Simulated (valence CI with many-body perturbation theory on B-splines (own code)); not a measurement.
Cs50+: what each term of the Hamiltonian does

Calculated by relativistic CI+MBPT: three valence electrons over a frozen Dirac-Fock core [He], a basis of 11 s, 11 p, 9 d, 7 f, 5 g, 2 h, 1 i functions for each j, with the one-electron correlation potential Σ1 (screened to all orders), the two-electron term Σ2, the three-electron term Σ3, Breit, model QED; selected single and double excitations, second order for the rest (own B-spline code, finite nucleus).

No measured spectrum was set against this ion. As an estimate, large intervals hold to a few tenths of a per cent, small ones and those within an open d or f shell to about a per cent.

Each rung adds one term. CI alone is the Dirac-Coulomb CI over the frozen core; QED comes last and gives the full result, which names the levels. Energies are above (2s^2 2p1/2) J=1/2 on the same rung, in eV.

Levels are named by their leading jj configuration (3d3/2^4 stands for four electrons in 3d with j = 3/2), which in mixed levels can hold well under half, so a name can repeat and another be missing. Letters in brackets count levels of one name in rising energy.

```
                     Level  CI alone    + Σ1    + Σ2    + Σ3  + Breit    Full
        (2s 2p1/2^2) J=1/2     167.8   167.5   167.4   167.4    174.5   168.0
        (2s^2 2p3/2) J=3/2     394.3   394.4   394.4   394.4    387.8   388.4
(2s 2p1/2 2p3/2) J=3/2 [a]     511.3   511.1   511.1   511.1    511.4   505.6
    (2s 2p1/2 2p3/2) J=5/2     547.7   547.6   547.5   547.5    543.6   537.9
    (2s 2p1/2 2p3/2) J=1/2     594.7   594.5   594.2   594.2    594.8   589.0
(2s 2p1/2 2p3/2) J=3/2 [b]     597.1   597.0   596.8   596.7    594.8   589.0
     (2p1/2^2 2p3/2) J=3/2     775.5   775.1   774.7   774.7    780.6   768.5
        (2s 2p3/2^2) J=5/2     925.8   925.8   925.7   925.7    917.2   912.1
        (2s 2p3/2^2) J=1/2     997.1   997.1   997.0   997.0    992.6   987.5
        (2s 2p3/2^2) J=3/2    1001.4  1001.4  1001.1  1001.0    993.6   988.5
     (2p1/2 2p3/2^2) J=3/2    1136.9  1136.6  1136.3  1136.2   1135.9  1124.3
     (2p1/2 2p3/2^2) J=5/2    1160.9  1160.6  1160.2  1160.2   1155.8  1144.2
     (2p1/2 2p3/2^2) J=1/2    1194.6  1194.3  1194.0  1193.9   1195.0  1183.4
           (2p3/2^3) J=3/2    1564.2  1564.0  1563.7  1563.6   1556.7  1545.8
           (2s^2 3s) J=1/2    5407.7  5408.0  5408.0  5407.9   5397.6  5399.4
        (2s^2 3p1/2) J=1/2    5465.8  5466.1  5466.0  5466.0   5457.6  5457.4
   (2s 2p1/2 3s) J=1/2 [a]    5521.6  5521.8  5521.7  5521.7   5517.5  5513.1
       (2s 2p1/2 3s) J=3/2    5540.7  5540.9  5540.8  5540.7   5534.5  5530.3
   (2s 2p1/2 3s) J=1/2 [b]    5562.4  5562.5  5562.5  5562.4   5557.4  5552.9
(2s 2p1/2 3p1/2) J=1/2 [a]    5570.8  5570.8  5570.8  5570.7   5568.5  5562.1
        (2s^2 3p3/2) J=3/2    5585.4  5585.8  5585.7  5585.6   5575.5  5575.3
    (2s 2p1/2 3p1/2) J=3/2    5592.7  5592.8  5592.7  5592.6   5587.9  5581.8
(2s 2p1/2 3p1/2) J=1/2 [b]    5620.3  5620.4  5620.2  5620.2   5617.3  5611.0
        (2s^2 3d3/2) J=3/2    5628.6  5629.0  5628.9  5628.9   5617.6  5617.3
        (2s^2 3d5/2) J=5/2    5660.2  5660.6  5660.5  5660.5   5648.5  5648.5
(2s 2p1/2 3p3/2) J=3/2 [a]    5695.8  5695.9  5695.9  5695.8   5691.7  5685.5
    (2s 2p1/2 3p3/2) J=1/2    5706.5  5706.5  5706.4  5706.3   5703.4  5695.8
    (2s 2p1/2 3p3/2) J=5/2    5720.5  5720.6  5720.5  5720.4   5714.2  5708.1
(2s 2p1/2 3p3/2) J=3/2 [b]    5723.0  5723.1  5723.0  5723.0   5717.2  5711.0
(2s 2p1/2 3d3/2) J=3/2 [a]    5729.7  5729.8  5729.8  5729.8   5725.1  5718.8
    (2s 2p1/2 3d3/2) J=5/2    5753.0  5753.1  5753.0  5753.0   5746.3  5739.9
```

Task: How does the ionisation energy move along the ladder, and which term matters most?

Result: CI alone 9635.3, + Σ1 9635.8, + Σ2 9635.7, + Σ3 9635.6, + Breit 9623.5, + QED 9623.5 eV. The largest step is Breit, -12.1 eV. NIST lists 9629 ± 4 eV (theoretical).
